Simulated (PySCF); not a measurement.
SMILES CCO[SiH2]O[SiH2]C, C3H12O2Si2

Cartesian coordinates in Å; atom numbers follow the order of the lines, from 1:
```xyz
19

C     3.275    0.798    0.209
C     2.633   -0.302   -0.623
O     1.240   -0.186   -0.575
Si    0.125   -1.347   -0.478
O    -1.270   -0.561   -0.344
Si   -2.657    0.208   -0.666
C    -3.388    0.773    0.989
H     4.358    0.732    0.144
H     2.955    1.771   -0.155
H     2.972    0.702    1.249
H     2.950   -0.219   -1.670
H     2.945   -1.286   -0.253
H     0.267   -2.139    0.743
H     0.100   -2.173   -1.686
H    -2.368    1.341   -1.548
H    -3.524   -0.773   -1.328
H    -2.727    1.469    1.499
H    -3.553   -0.069    1.656
H    -4.343    1.271    0.843
```

Level of theory: GIAO LDA/MINI magnetisability, rotational g tensor and spin-rotation constants, non-relativistic, gas phase in PySCF. Geometry: GFN2-xTB.

**Question.** Give the nuclear spin-rotation constants along the inertial axes (H = +C I·J) beside the isotropic shieldings.

**Answer.** Rotational constants 3.7505, 0.6888, 0.6297 GHz. A star marks the isotopologue with that one atom substituted, in its own axes.
```csv
atom,isotope,Caa (kHz),Cbb (kHz),Ccc (kHz),mean (kHz),σ (ppm)
H8,1H,0.029,-0.092,-0.082,-0.049,29.5
H9,1H,-0.439,-0.052,-0.035,-0.175,29.1
H10,1H,-0.442,-0.079,-0.012,-0.178,29.3
H11,1H,-0.413,-0.073,0.001,-0.162,27.3
H12,1H,-0.394,-0.051,-0.028,-0.158,27.8
H13,1H,-0.370,-0.075,0.018,-0.142,26.4
H14,1H,-0.370,-0.001,-0.050,-0.140,26.5
H15,1H,-0.404,-0.055,0.001,-0.153,26.6
H16,1H,-0.262,-0.005,-0.067,-0.112,26.6
H17,1H,-0.370,-0.026,-0.081,-0.159,30.0
H18,1H,-0.490,-0.076,-0.014,-0.193,30.0
H19,1H,-0.121,-0.085,-0.075,-0.093,30.6
C1,13C*,0.308,0.058,0.056,0.141,200.2
C2,13C*,0.353,0.111,0.100,0.188,164.1
O3,17O*,-0.236,0.066,0.045,-0.042,435.9
Si4,29Si*,-0.629,-0.211,-0.214,-0.351,640.4
O5,17O*,-0.557,0.166,0.132,-0.086,516.2
Si6,29Si*,-0.750,-0.228,-0.195,-0.391,632.7
C7,13C*,0.171,0.043,0.035,0.083,221.6
```
For the geometry as given, no vibrational averaging.
